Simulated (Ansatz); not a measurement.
Input for Ansatz (a program for electronic structure): R-wB97M-V/def2-TZVPP on GeH4STe (SMILES S[Te][GeH3]), a point of a torsion scan. Elements past Kr take the def2 small-core potentials; no spin–orbit coupling.

Ansatz 0.2 input:
```yaml
crystal:
  periodic: [false, false, false]
  atoms:
    - {symbol: S, position_ang: [2.42715417, 0.54540940, 0.07210936]}
    - {symbol: Te, position_ang: [1.00832971, -1.08905748, 1.10253135]}
    - {symbol: Ge, position_ang: [-1.17179983, -0.04299892, 0.34619358]}
    - {symbol: H, position_ang: [2.66099895, -0.09799340, -1.06400617]}
    - {symbol: H, position_ang: [-2.00026528, -0.95835317, -0.51019010]}
    - {symbol: H, position_ang: [-2.06903717, 0.34283521, 1.48451778]}
    - {symbol: H, position_ang: [-0.92308787, 1.19273140, -0.45862518]}
basis:
  gaussian:
    orbitals: def2-TZVPP
hamiltonian:
  xc: {name: wB97M-V}
scf: {lower_state_search: off}
```

Give the final energy of this run.

-2745.4824 hartree.

How many basis functions does it have, and what does it roughly cost on one machine?

196 functions; roughly 11 core-seconds.
